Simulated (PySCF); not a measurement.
Computed shifts of a molecule C3H8OSi2, B3LYP/pcSseg-1 (PySCF), GIAO, gas phase, atoms alike by connectivity averaged where their shifts nearly agree, in ppm (number of nuclei): ¹³C: 182.0 (1), 171.8 (1), 59.7 (1). ²⁹Si: 4.4 (1), -36.8 (1). ¹H: 7.89 (1), 7.88 (1), 5.67 (1), 4.91 (2), 4.07 (3). References: ¹³C against TMS (σ = 181.3 ppm); ¹⁷O against H2O (σ = 333.8 ppm); ²⁹Si against TMS (σ = 338.7 ppm); ¹H against TMS (σ = 31.68 ppm), references at their B3LYP-D3(BJ)/def2-TZVP geometries, non-relativistic. Geometry optimised at B3LYP-D3(BJ)/def2-SVP. Other conformers were not sampled.

Q: Which molecule gave these data?
A. O=C1C[SiH2]C[SiH2]1
B. CO[Si@@H]1C=C[SiH2]1
C. CC1=C[SiH2][SiH2]O1
D. O[SiH2][C@@H]1C=C[SiH2]1

A: B, CO[Si@@H]1C=C[SiH2]1
